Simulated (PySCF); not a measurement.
Species: C6H10ClF.
Z-matrix (Å and degrees, GFN2-xTB geometry), rows numbered from 1:
```
F 
C   1  1.3793
C   2  1.5220  1  110.43
C   3  1.5261  2  109.40  1   178.76
C   4  1.5263  3  110.46  2    57.88
C   5  1.5272  4  110.86  3   -57.51
C   6  1.5238  5  111.07  4    56.48
Cl  7  1.7921  2  110.14  1    59.13
H   2  1.1002  1  105.47  3   119.45
H   3  1.0909  2  108.78  1   -60.81
H   3  1.0909  2  109.18  1    57.09
H   4  1.0929  3  109.50  2   -62.94
H   4  1.0906  3  109.47  2   178.96
H   5  1.0910  4  109.97  3  -178.70
H   5  1.0909  4  109.38  3    62.74
H   6  1.0906  5  110.12  4   177.83
H   6  1.0931  5  109.86  4   -63.16
H   7  1.0931  2  109.95  1   -56.56
```

Level of theory: TDDFT PBE0/def2-SVPD, vertical, gas phase, core orbitals frozen in the response in PySCF.

```
state  E (eV)  λ (nm)       f  main configurations (H = HOMO, L = LUMO)
   S1    7.28   170.4  0.0018                    H→L (57%), H→L+1 (35%)
   S2    7.38   168.1  0.0037                H-1→L (55%), H-1→L+1 (38%)
   S3    7.87   157.6  0.0052                    H→L+1 (58%), H→L (36%)
   S4    7.99   155.3  0.0040                H-1→L+1 (55%), H-1→L (39%)
   S5    8.23   150.7   0.016                               H→L+2 (85%)
   S6    8.28   149.8  0.0079                               H-2→L (76%)
   S7    8.38   148.0  0.0047                             H-1→L+2 (91%)
   S8    8.54   145.1  0.0093                H-2→L+1 (59%), H→L+3 (22%)
```

Triplets (Tamm–Dancoff): T1 6.63 eV, H→L+1 (40%), H→L (39%); T2 6.69 eV, H-1→L (41%), H-1→L+1 (39%); T3 7.71 eV, H→L (47%), H→L+1 (42%).

The lowest singlet lies at 7.28 eV (170 nm, vacuum ultraviolet) and is very weak; its leading configuration is HOMO→LUMO (57%). The most intense listed level is S5 at 8.23 eV (151 nm, f = 0.016), 0.95 eV above S1. Löwdin shares by element: HOMO chlorine 59%, carbon 16% or more, hydrogen 6% or more (atoms not listed hold the other 20%); LUMO chlorine 24%, hydrogen 17% or more, carbon 11% or more (atoms not listed hold the other 48%). Of the 8 states listed, 1 reaches f = 0.01 and none stays under 0.0005. Weighted by f, the mean energy of these states is 8.16 eV. The oscillator strengths of these states sum to 0.053; summed over the whole spectrum of an exact calculation they would give the number of electrons, 72 (Thomas–Reiche–Kuhn). Only the lowest 8 singlets were computed, as vertical energies without vibronic structure.

One conformer stands for the species.
